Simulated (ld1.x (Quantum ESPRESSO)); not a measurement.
## Pseudopotential generation for H (Z = 1): PAW, PBE, scalar-relativistic.

* Element: hydrogen
* Generator: ld1.x (Quantum ESPRESSO) 7.5
* Type: PAW
* Functional: PBE
* Relativity: scalar-relativistic
* Frozen core: none
* Valence charge: 1
* Reference configuration: 1s1
* Partial waves: 1s (bound): rcut 1.05, rcutus 1.15 bohr; 1s channel at -0.05 Ry: rcut 1.05, rcutus 1.15 bohr
* Local potential: all-electron potential smoothed inside 1.10 bohr (lloc = -2)
* Core correction: none
* Augmentation charge: PSQ, inside the norm-conserving radii

All-electron outer shells of the reference configuration (PBE, scalar-relativistic, ld1.x):

| shell | level (eV) | outermost node (bohr) | outermost maximum (bohr) |
| --- | --- | --- | --- |
| 1s | -6.49 | – | 1.03 |

Results:

* Cutoffs needed: 18 Ry and 30 Ry (the cutoffs (Ry, on a coarse ladder) from which the occupation-weighted sum of valence levels, in a spherical-Bessel basis at the reference potential, stays within 10 and 1 mRy of its value at 400 Ry)
* Ghost test: no extra level below or beside the all-electron valence levels (s, p, d, f tested) (spherical-Bessel basis up to 400 Ry, 20 bohr box)
* Lowest eigenvalue of the overlap operator: 0.99 (s channel)
* Density cutoff estimated by the generator: 149 Ry

Generation and tests took about 0.28 s on one core of a shared server CPU.
